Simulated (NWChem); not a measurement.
System: C$_{5}$H$_{8}$O; SMILES C1C(C1)C(C)=O

NWChem input:

```
start job
memory heap 200 mb stack 900 mb global 1100 mb
geometry units angstroms noautoz
  C      0.714701    -2.044002     0.000000
  C     -0.121406    -0.790709     0.000000
  O     -1.332102    -0.823885     0.000000
  C      0.619233     0.506060     0.000000
  C     -0.020232     1.659865     0.740872
  C     -0.020232     1.659865    -0.740872
  H      1.371636    -2.061513    -0.884605
  H      0.065417    -2.928068     0.000000
  H      1.371636    -2.061513     0.884605
  H      1.710868     0.446366     0.000000
  H     -0.964527     1.428491     1.241137
  H      0.645643     2.343241     1.273576
  H     -0.964527     1.428491    -1.241137
  H      0.645643     2.343241    -1.273576
end
basis spherical
  * library def2-svpd
end
dft
  xc b3lyp
  iterations 150
  semidirect filesize 400000000
  mulliken
end
task dft energy
```

Parts of the log:

```
             Northwest Computational Chemistry Package (NWChem) 7.3.0
             --------------------------------------------------------

 CS  symmetry detected

                             Geometry "geometry" -> ""
                             -------------------------

 Output coordinates in angstroms (scale by  1.889725989 to convert to a.u.)

  No.       Tag          Charge          X              Y              Z
 ---- ---------------- ---------- -------------- -------------- --------------
    1 C                    6.0000     0.69673103    -2.05463425     0.00000000
    2 C                    6.0000    -0.13180435    -0.79632292     0.00000000
    3 O                    8.0000    -1.34267837    -0.82219872     0.00000000
    4 C                    6.0000     0.61663974     0.49595700     0.00000000
    5 C                    6.0000    -0.01585705     1.65359653     0.74087200
    6 C                    6.0000    -0.01585705     1.65359653    -0.74087200
    7 H                    1.0000     1.35354851    -2.07610576    -0.88460500
    8 H                    1.0000     0.04212857    -2.93476948     0.00000000
    9 H                    1.0000     1.35354851    -2.07610576     0.88460500
   10 H                    1.0000     1.70789499     0.42968234     0.00000000
   11 H                    1.0000    -0.96152990     1.42792013     1.24113700
   12 H                    1.0000     0.65412610     2.33294538     1.27357600
   13 H                    1.0000    -0.96152990     1.42792013    -1.24113700
   14 H                    1.0000     0.65412610     2.33294538    -1.27357600

 Effective nuclear repulsion energy (a.u.)     230.7784104183

      Symmetry information
      --------------------

 Group name             Cs
 Group number              2
 Group order               2
 No. of unique centers    10

                                 NWChem DFT Module
                                 -----------------

 Summary of "ao basis" -> "ao basis" (spherical)
 ------------------------------------------------------------------------------
       Tag                 Description            Shells   Functions and Types
 ---------------- ------------------------------  ------  ---------------------
 C                         def2-svpd                 8       20   4s2p2d
 O                         def2-svpd                 9       23   4s3p2d
 H                         def2-svpd                 4        8   2s2p

      Symmetry analysis of basis
      --------------------------

        a'        114
        a"         73

            General Information
            -------------------
          SCF calculation type: DFT
          Wavefunction type:  closed shell.
          No. of atoms     :    14
          No. of electrons :    46
           Alpha electrons :    23
            Beta electrons :    23
          Charge           :     0
          Spin multiplicity:     1
          Use of symmetry is: on ; symmetry adaption is: on
          Maximum number of iterations: 150
          AO basis - number of functions:   187
                     number of shells:    81
          Convergence on energy requested:  1.00D-06
          Convergence on density requested:  1.00D-05
          Convergence on gradient requested:  5.00D-04

              XC Information
              --------------
                         B3LYP Method XC Potential
                     Hartree-Fock (Exact) Exchange  0.200
                        Slater Exchange Functional  0.800 local
                    Becke 1988 Exchange Functional  0.720 non-local
              Lee-Yang-Parr Correlation Functional  0.810
                  VWN I RPA Correlation Functional  0.190 local

             Grid Information
             ----------------
          Grid used for XC integration:  medium
          Radial quadrature: Mura-Knowles
          Angular quadrature: Lebedev.
          Tag              B.-S. Rad. Rad. Pts. Rad. Cut. Ang. Pts.
          ---              ---------- --------- --------- ---------
          C                   0.70       49          12.0       434
          O                   0.60       49          11.0       434
          H                   0.35       45          13.0       434
          Grid pruning is: on
          Number of quadrature shells:   470
          Spatial weights used:  Erf1

      Superposition of Atomic Density Guess
      -------------------------------------

 Sum of atomic energies:        -266.81379225

      Non-variational initial energy
      ------------------------------

 Total energy =    -270.914412
 1-e energy   =    -816.509253
 2-e energy   =     314.816430
 HOMO         =      -0.331971
 LUMO         =      -0.022204

      Symmetry analysis of molecular orbitals - initial
      -------------------------------------------------

  Numbering of irreducible representations:

     1 a'          2 a"

  Orbital symmetries:

     1 a'          2 a'          3 a'          4 a"          5 a'
     6 a'          7 a'          8 a'          9 a'         10 a'
    11 a"         12 a'         13 a'         14 a'         15 a"
    16 a'         17 a'         18 a"         19 a'         20 a"
    21 a'         22 a"         23 a'         24 a"         25 a'
    26 a'         27 a'         28 a"         29 a'         30 a'
    31 a"         32 a'         33 a"

------------------------------------------------------------
EAF file 0: "./job.aoints.0" size=495452160 bytes
------------------------------------------------------------
               write      read    awrite     aread      wait
               -----      ----    ------     -----      ----
     calls:      945         0         0         0         0
   data(b): 4.95e+08  0.00e+00  0.00e+00  0.00e+00
   time(s): 0.00e+00  0.00e+00  0.00e+00  0.00e+00  0.00e+00
rate(mb/s): 0.00e+00  0.00e+00
------------------------------------------------------------

     ---------------------------------------------
      Total Density - Mulliken Population Analysis
     ---------------------------------------------

    Atom       Charge   Shell Charges
 -----------   ------   -------------------------------------------------------
    1 C    6     5.84   1.99  1.00 -0.47  0.06  2.08  1.13  0.02  0.04
    2 C    6     5.39   1.99  0.95  0.04  0.02  1.55  0.55  0.09  0.20
    3 O    8     9.09   1.99  1.14  0.72  0.10  3.08  1.89  0.14  0.01  0.02
    4 C    6     6.40   1.99  0.97  0.28  0.04  2.00  1.03  0.04  0.06
    5 C    6     5.64   1.99  0.97  0.14 -0.06  2.01  0.69  0.03 -0.12
    6 C    6     5.64   1.99  0.97  0.14 -0.06  2.01  0.69  0.03 -0.12
    7 H    1     0.79   0.66  0.06  0.02  0.04
    8 H    1     0.92   0.69  0.14  0.02  0.06
    9 H    1     0.79   0.66  0.06  0.02  0.04
   10 H    1     1.28   0.69  0.48  0.02  0.09
   11 H    1     1.03   0.69  0.31  0.02  0.00
   12 H    1     1.07   0.69  0.36  0.02  0.00
   13 H    1     1.03   0.69  0.31  0.02  0.00
   14 H    1     1.07   0.69  0.36  0.02  0.00

   convergence    iter        energy       DeltaE   RMS-Dens  Diis-err
 ---------------- ----- ----------------- --------- --------- ---------
 d= 0,ls=0.0,diis     1   -270.2366346628 -5.01D+02  1.87D-02  1.07D+00
 d= 0,ls=0.0,diis     2   -269.9317387295  3.05D-01  9.89D-03  4.31D+00
 d= 0,ls=0.0,diis     3   -270.3612789469 -4.30D-01  1.45D-03  5.46D-02
 d= 0,ls=0.0,diis     4   -270.3657723659 -4.49D-03  5.45D-04  6.63D-03
 d= 0,ls=0.0,diis     5   -270.3664741056 -7.02D-04  1.87D-04  3.60D-04
  Resetting Diis
 d= 0,ls=0.0,diis     6   -270.3665207788 -4.67D-05  4.25D-05  2.17D-05
 d= 0,ls=0.0,diis     7   -270.3665233104 -2.53D-06  2.53D-05  2.90D-06
 d= 0,ls=0.0,diis     8   -270.3665228313  4.79D-07  1.41D-05  7.28D-06
 d= 0,ls=0.0,diis     9   -270.3665236483 -8.17D-07  2.27D-06  2.70D-07

         Total DFT energy =     -270.366523648265
      One electron energy =     -821.872627843637
           Coulomb energy =      359.366090723950
    Exchange-Corr. energy =      -38.638396946871
 Nuclear repulsion energy =      230.778410418293

 Numeric. integr. density =       45.999988736377

                  Occupations of the irreducible representations
                  ----------------------------------------------

                     irrep           alpha         beta
                     --------     --------     --------
                     a'               17.0         17.0
                     a"                6.0          6.0

                       DFT Final Molecular Orbital Analysis
                       ------------------------------------

 Vector   21  Occ=2.000000D+00  E=-3.219402D-01  Symmetry=a'
              MO Center=  7.9D-02,  1.2D+00, -3.6D-15, r^2= 2.5D+00
   Bfn.  Coefficient  Atom+Function         Bfn.  Coefficient  Atom+Function
  ----- ------------  ---------------      ----- ------------  ---------------
    66      0.295339   4 C  s                90      0.287322   5 C  pz
   110     -0.287322   6 C  pz               89     -0.234355   5 C  py
   109     -0.234355   6 C  py               69      0.172838   4 C  py
    68     -0.161197   4 C  px               93      0.158296   5 C  pz
   113     -0.158296   6 C  pz              148     -0.158627  10 H  s

 Vector   22  Occ=2.000000D+00  E=-3.063582D-01  Symmetry=a"
              MO Center=  2.9D-03,  6.9D-01,  4.1D-15, r^2= 2.6D+00
   Bfn.  Coefficient  Atom+Function         Bfn.  Coefficient  Atom+Function
  ----- ------------  ---------------      ----- ------------  ---------------
    70      0.414741   4 C  pz               47     -0.288385   3 O  pz
    73      0.243359   4 C  pz               89     -0.239499   5 C  py
   109      0.239499   6 C  py               50     -0.196092   3 O  pz
   165     -0.135016  12 H  s               181      0.135016  14 H  s
    88      0.112308   5 C  px              108     -0.112308   6 C  px

 Vector   23  Occ=2.000000D+00  E=-2.592152D-01  Symmetry=a'
              MO Center= -7.6D-01, -7.6D-01, -6.6D-16, r^2= 2.1D+00
   Bfn.  Coefficient  Atom+Function         Bfn.  Coefficient  Atom+Function
  ----- ------------  ---------------      ----- ------------  ---------------
    46      0.556138   3 O  py               49      0.382302   3 O  py
    66     -0.261576   4 C  s                24      0.197750   2 C  s
    69      0.198152   4 C  py                6      0.175190   1 C  py
    72      0.156444   4 C  py                5     -0.154291   1 C  px
    26     -0.154232   2 C  py               71      0.118981   4 C  px

 Vector   24  Occ=0.000000D+00  E=-2.651963D-02  Symmetry=a"
              MO Center= -2.3D-01, -5.8D-01, -1.5D-15, r^2= 3.0D+00
   Bfn.  Coefficient  Atom+Function         Bfn.  Coefficient  Atom+Function
  ----- ------------  ---------------      ----- ------------  ---------------
    86      0.664474   5 C  s               106     -0.664474   6 C  s
    87     -0.597308   5 C  s               107      0.597308   6 C  s
    27     -0.510454   2 C  pz               30     -0.414848   2 C  pz
    47      0.370541   3 O  pz               50      0.308644   3 O  pz
    92     -0.254252   5 C  py              112      0.254252   6 C  py

 Vector   25  Occ=0.000000D+00  E= 1.478192D-02  Symmetry=a'
              MO Center=  1.5D+00, -4.2D-01, -2.0D-15, r^2= 9.7D+00
   Bfn.  Coefficient  Atom+Function         Bfn.  Coefficient  Atom+Function
  ----- ------------  ---------------      ----- ------------  ---------------
   149      3.170530  10 H  s                67     -2.674211   4 C  s
     4     -2.618400   1 C  s                 3     -2.106502   1 C  s
    24      1.215345   2 C  s               125      1.113723   7 H  s
   141      1.113723   9 H  s               133      0.983296   8 H  s
   157      0.957856  11 H  s               173      0.957856  13 H  s

 Vector   26  Occ=0.000000D+00  E= 3.519124D-02  Symmetry=a'
              MO Center=  8.4D-01,  6.8D-01, -5.1D-14, r^2= 1.3D+01
   Bfn.  Coefficient  Atom+Function         Bfn.  Coefficient  Atom+Function
  ----- ------------  ---------------      ----- ------------  ---------------
     4      2.331240   1 C  s                87     -1.982403   5 C  s
   107     -1.982403   6 C  s               165      1.779748  12 H  s
   181      1.779748  14 H  s               133     -1.477000   8 H  s
     3      1.138620   1 C  s                24      1.086918   2 C  s
   157      0.994198  11 H  s               173      0.994198  13 H  s

------------------------------------------------------------
EAF file 0: "./job.aoints.0" size=579338240 bytes
------------------------------------------------------------
               write      read    awrite     aread      wait
               -----      ----    ------     -----      ----
     calls:     1105         8         0      8832      8832
   data(b): 5.79e+08  4.19e+06  0.00e+00  4.63e+09
   time(s): 0.00e+00  0.00e+00  0.00e+00  0.00e+00  0.00e+00
rate(mb/s): 0.00e+00  0.00e+00
------------------------------------------------------------

     ---------------------------------------------
      Total Density - Mulliken Population Analysis
     ---------------------------------------------

    Atom       Charge   Shell Charges
 -----------   ------   -------------------------------------------------------
    1 C    6     5.24   1.98  0.96 -0.68  0.07  2.16  0.69  0.03  0.02
    2 C    6     6.15   1.98  1.00  0.04 -0.05  2.01  0.51  0.10  0.55
    3 O    8     8.50   1.99  1.11  0.66  0.14  2.84  1.54  0.18  0.02  0.02
    4 C    6     6.07   1.98  0.94  0.21  0.03  2.17  0.56  0.04  0.14
    5 C    6     5.20   1.98  0.94  0.03 -0.10  2.15  0.28  0.04 -0.12
    6 C    6     5.20   1.98  0.94  0.03 -0.10  2.15  0.28  0.04 -0.12
    7 H    1     0.97   0.76  0.17  0.02  0.02
    8 H    1     1.10   0.77  0.27  0.02  0.05
    9 H    1     0.97   0.76  0.17  0.02  0.02
   10 H    1     1.54   0.78  0.70  0.02  0.03
   11 H    1     1.20   0.77  0.46  0.02 -0.05
   12 H    1     1.32   0.77  0.57  0.02 -0.05
   13 H    1     1.20   0.77  0.46  0.02 -0.05
   14 H    1     1.32   0.77  0.57  0.02 -0.05

     -------------------------------------------
      Total Density - Lowdin Population Analysis
     -------------------------------------------

    Atom       Charge   Shell Charges
 -----------   ------   -------------------------------------------------------
    1 C    6     5.82   1.96  0.46  0.19  0.11  1.84  0.92  0.06  0.28
    2 C    6     6.14   1.96  0.47  0.16  0.10  1.72  0.70  0.21  0.82
    3 O    8     8.16   1.97  0.87  0.48  0.12  2.67  1.56  0.24  0.03  0.22
    4 C    6     6.12   1.96  0.45  0.17  0.11  1.87  0.81  0.09  0.67
    5 C    6     5.94   1.96  0.45  0.18  0.11  1.84  0.85  0.08  0.47
    6 C    6     5.94   1.96  0.45  0.18  0.11  1.84  0.85  0.08  0.47
    7 H    1     0.99   0.55  0.17  0.06  0.21
    8 H    1     1.00   0.56  0.17  0.06  0.21
    9 H    1     0.99   0.55  0.17  0.06  0.21
   10 H    1     0.96   0.56  0.17  0.06  0.17
   11 H    1     0.98   0.55  0.17  0.06  0.19
   12 H    1     0.98   0.56  0.18  0.06  0.18
   13 H    1     0.98   0.55  0.17  0.06  0.19
   14 H    1     0.98   0.56  0.18  0.06  0.18

     Multipole analysis of the density
     ---------------------------------

     L   x y z        total         alpha         beta         nuclear
     -   - - -        -----         -----         ----         -------
     0   0 0 0     -0.000000    -23.000000    -23.000000     46.000000

     1   1 0 0      1.155651      0.577825      0.577825      0.000000
     1   0 1 0      0.222876      0.111438      0.111438     -0.000000
     1   0 0 1     -0.000000     -0.000000     -0.000000      0.000000

[...]
```

Level: B3LYP/def2-SVPD. Structure relaxed at the PBE0/def2-SVP level.
